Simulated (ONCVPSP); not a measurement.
**Before and after: ONCV potential for cadmium (Cd)**

```
Element                 : cadmium (Cd)
Generator               : ONCVPSP 4.0.1
Type                    : optimised norm-conserving Vanderbilt (ONCV)
Functional              : LDA (Perdew-Wang 92)
Relativity              : scalar-relativistic
Frozen core             : [Ar] 3d10
Valence charge          : 20
Reference configuration : 4s2 4p6 4d10 5s2
Partial waves           : 4s+5s: rc 1.45 bohr, ncon 4, nbas 7, qcut 11 1/bohr, 2 projectors; 4p: rc 1.25 bohr, ncon 4, nbas 9, qcut 9.7 1/bohr, 2 projectors, debl 3.9 Ha; 4d: rc 1.30 bohr, ncon 4, nbas 7, qcut 8.1 1/bohr, 3 projectors, debl 1.7 Ha
Local potential         : polynomial inside 1.00 bohr (lpopt 5, dvloc0 -1 Ha)
Core correction         : none
```

All-electron outer shells of the reference configuration (LDA (PZ), scalar-relativistic, ld1.x):

| shell | level (eV) | outermost node (bohr) | outermost maximum (bohr) |
| --- | --- | --- | --- |
| 3d | -394.01 | – | 0.27 |
| 4s | -105.84 | 0.43 | 0.79 |
| 4p | -66.99 | 0.43 | 0.84 |
| 4d | -11.90 | 0.42 | 0.98 |
| 5s | -5.96 | 1.07 | 2.32 |

Change: s: qcut 9.5.

Cutoffs: the cutoffs (Ha) at which the residual kinetic energy of the hardest occupied pseudo-wave falls to 1 and 0.1 mHa per electron; they do not see the model core or the augmentation charge, which bear on the density cutoff. Errors are all-electron minus pseudo energies relative to the spin-unpolarised reference configuration.

Predict the effect on cutoff, ghosts and configuration errors.

The potential gets neither clearly harder nor softer (38 Ha and 90 Ha → 34 Ha and 90 Ha); the p channel sets the loose cutoff, while the largest relative change is in s, which becomes softer; the errors of the 4 common tests hardly move; neither file shows a bound ghost.

| quantity | base | changed |
| --- | --- | --- |
| cutoff, loose | 38 Ha | 34 Ha |
| cutoff, tight | 90 Ha | 90 Ha |
| loose cutoff by channel | s 38 Ha, p 34 Ha, d 34 Ha | s 30 Ha, p 34 Ha, d 34 Ha |
| bound ghosts | none | none |
| GHOST(+) flags under 300 eV | s at 265.3 eV | s at 222.4 eV |
| error for 4s2 4p6 4d10 5s1, meV [ΔE 9.62 eV] | -1.5 | -1.6 |
| error for 4s2 4p6 4d10 5s0, meV [ΔE 27.14 eV] | -4.4 | -5.0 |
| error for 4s2 4p6 4d9 5s0, meV [ΔE 65.40 eV] | -9.4 | -10 |
| error for 4s2 4p6 4d10 5s1.5, meV [ΔE 3.87 eV] | -0.6 | -0.6 |
| s: phases at 1.47 bohr within 0.05 rad from the reference energy up to (Ha; the scan ends near 5) | to the end of the scan | to the end of the scan |
| p: phases at 1.27 bohr within 0.05 rad from the reference energy up to (Ha; the scan ends near 5) | to the end of the scan | to the end of the scan |
| d: phases at 1.32 bohr within 0.05 rad from the reference energy up to (Ha; the scan ends near 5) | to the end of the scan | to the end of the scan |
